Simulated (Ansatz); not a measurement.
A nudged elastic band was laid between two geometries of CH7AlSSi (11 atoms, charge 0, multiplicity 1).

These are results of Ansatz 0.2.0, RKS B3LYP-D4/6-31G*, not measurements.

```json
{
 "movable images": "5",
 "climbing image": "yes",
 "spring": "5.0 eV/Å²",
 "optimiser": "quadratic models (default)",
 "start path": "through a guess of the saddle point",
 "force threshold": "0.05 eV/Å",
 "iteration limit": "42",
 "end points": "relaxed"
}
```

Initial state:

```xyz
11
Properties=species:S:1:pos:R:3
C -0.594 2.291 -0.202
Al -0.453 0.431 -0.819
Si 0.553 -1.295 0.627
S 0.505 -3.187 -0.453
H -0.392 2.419 0.867
H 0.122 2.923 -0.747
H -1.590 2.703 -0.412
H -0.968 0.022 -2.269
H -0.169 -1.442 1.929
H 1.964 -0.970 1.003
H 1.088 -3.954 0.496
```

Final state:

```xyz
11
Properties=species:S:1:pos:R:3
C -0.625 2.044 0.055
Al -0.240 0.524 -1.125
Si 0.504 -1.630 -0.184
S 0.555 -1.337 1.977
H -0.447 1.823 1.113
H -0.011 2.914 -0.216
H -1.671 2.362 -0.050
H -0.405 0.649 -2.706
H 1.854 -2.057 -0.664
H -0.408 -2.769 -0.511
H 0.959 -2.578 2.333
```

Q: What changes between the two ends?

A: No bond is made or broken. The dihedral C1–Al2–Si3–S4 goes from -180 to 1°.

Q: Give the energies along the band, and the barrier.

A: The forces met the threshold. The highest image is number 3 of 0 to 6, 0.4 kcal/mol above the first end and 1.0 kcal/mol above the last; the last end lies 0.6 kcal/mol below the first. A vibrational analysis at the climbing image gives no mode beyond 40i cm⁻¹: the surface is too flat there to confirm a saddle point.

```
image  path coordinate (Å)  energy (kcal/mol)  dihedral C1–Al2–Si3–S4 (°)
    0                 0.00                0.0                        -180
    1                 1.21                0.1                         151
    2                 2.42                0.4                         121
    3                 3.63                0.4                          93
    4                 4.86                0.1                          62
    5                 6.09               -0.3                          30
    6                 7.32               -0.6                           1
```

Q: What is the geometry of the highest image?

A: 
```xyz
11
Properties=species:S:1:pos:R:3
C -0.933 2.079 -0.102
Al 0.044 0.606 -0.952
Si 0.967 -1.257 0.381
S -0.560 -2.820 0.382
H -1.155 1.909 0.957
H -0.350 3.009 -0.170
H -1.880 2.277 -0.622
H 0.279 0.602 -2.527
H 1.281 -0.875 1.792
H 2.231 -1.828 -0.174
H 0.141 -3.760 1.057
```

Run time: 6.2 min on 1 thread of Arm Neoverse N1 (shared host), peak memory 0.18 GiB.
